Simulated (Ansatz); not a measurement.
Total energies of the cluster Al₂O₃ from Ansatz at PBE-D4/def2-TZVP, gas phase (1 Eh = 27.2114 eV = 2625.5 kJ/mol). The reference geometry is relaxed at PBE-D4/def2-SVP.

```xyz
5

Al    1.3396   -0.9345    0.4618
Al   -1.3399    0.9336   -0.4626
O     2.6197   -1.8251    0.9030
O     0.0004   -0.0002   -0.0016
O    -2.6197    1.8262   -0.9005
```

| state | geometry | energy (Eh) |
| --- | --- | --- |
| charge 0 singlet | reference | -710.24465 |
| charge 1 doublet | reference | -709.90012 |
| charge 0 triplet | relaxed at PBE-D4/def2-SVP | -710.18048 |
| charge 0 quintet | relaxed at PBE-D4/def2-SVP | -710.10612 |
| free Al atom (doublet) | – | -242.22759 |
| free O atom (triplet) | – | -75.00967 |

Task: Work out the vertical ionisation energy to the doublet.

Result: E(charge 1 doublet) − E(charge 0 singlet) = -709.90012 − (-710.24465) = 0.34453 Eh = 9.38 eV. For comparison, −ε of the highest occupied level is 6.64 eV at this level, 2.74 eV less.

Task: Which of the charge 0 states is lowest, and how far above it are the others?

Result: The singlet. triplet: -710.18048 − (-710.24465) = 0.06417 Eh = 168.5 kJ/mol; quintet: -710.10612 − (-710.24465) = 0.13853 Eh = 363.7 kJ/mol.

Task: What is the binding energy per atom against free atoms?

Result: Atoms: 2 × (-242.22759) + 3 × (-75.00967) = -709.48419 Eh. Binding: -709.48419 − (-710.24465) = 0.76046 Eh = 20.69 eV, or 4.14 eV for each of 5 atoms (no zero-point energy, no counterpoise term).

At PBE-D4/def2-TZVP the gap within one spin of the charge 1 doublet nearly closes, so an electron or hole may be smeared out by delocalisation error. At PBE-D4/def2-TZVP the gap within one spin of the charge 0 triplet nearly closes, so an electron or hole may be smeared out by delocalisation error. 

The structure comes from a short search, and lower isomers may exist.
